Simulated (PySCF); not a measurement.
## Spin-rotation constants: `CC#[N+][GaH2-][S]C`, C3H8GaNS

Geometry (Å), atoms numbered from 1 in this order:
```xyz
14

C    -3.0583   -0.0351    0.8185
C    -1.9641    0.1741   -0.0668
N    -1.0797    0.3309   -0.7843
Ga    0.7155    1.2899   -1.2660
S     1.7573    1.2440    0.7130
C     2.9260   -0.1400    0.4013
H    -3.5118   -1.0077    0.6277
H    -2.6986    0.0042    1.8472
H    -3.8005    0.7486    0.6665
H     0.0023    2.5923   -1.7114
H     1.2494    0.2877   -2.3202
H     2.7748   -0.5511   -0.5985
H     2.7511   -0.9056    1.1509
H     3.9358    0.2475    0.4999
```

Theory: GIAO CAM-B3LYP/pcSseg-1 magnetisability, rotational g tensor and spin-rotation constants, non-relativistic, gas phase (PySCF 2.14.0). Geometry: GFN2-xTB.

The calculation is non-relativistic, which matters for the atoms heavier than Zn.

Q: Give the nuclear spin-rotation constants along the inertial axes (H = +C I·J) beside the isotropic shieldings.

A: Rotational constants 2.6974, 1.0169, 0.8232 GHz. A star marks the isotopologue with that one atom substituted, in its own axes.
```tsv
atom	isotope	Caa (kHz)	Cbb (kHz)	Ccc (kHz)	mean (kHz)	σ (ppm)
N3	14N	0.209	0.145	0.164	0.173	7.9
Ga4	69Ga	5.147	1.711	1.480	2.779	1412.2
H7	1H	-0.197	-0.114	-0.022	-0.111	29.6
H8	1H	-0.289	-0.005	-0.081	-0.125	29.4
H9	1H	-0.193	-0.092	-0.041	-0.109	29.5
H10	1H	-0.184	-0.033	-0.015	-0.077	26.9
H11	1H	-0.188	-0.063	0.004	-0.082	27.4
H12	1H	-0.265	-0.037	-0.038	-0.113	29.6
H13	1H	-0.238	0.005	-0.076	-0.103	29.5
H14	1H	0.076	-0.100	-0.086	-0.037	29.4
C1	13C*	0.296	0.116	0.097	0.169	184.9
C2	13C*	0.451	0.347	0.367	0.388	50.6
S5	33S*	0.426	0.186	0.160	0.258	668.3
C6	13C*	0.418	0.151	0.111	0.227	165.3
```
For the geometry as given, no vibrational averaging.

Q: How do the rotational constants and the g tensor change when H7, H8, H9, H10, H11, H12, H13, H14 are replaced by deuterium?

A: Constants 2.3367, 0.8810, 0.7211 GHz; g -0.0125, 0.0001, 0.0009, against -0.0142, 0.0002, 0.0011 before.
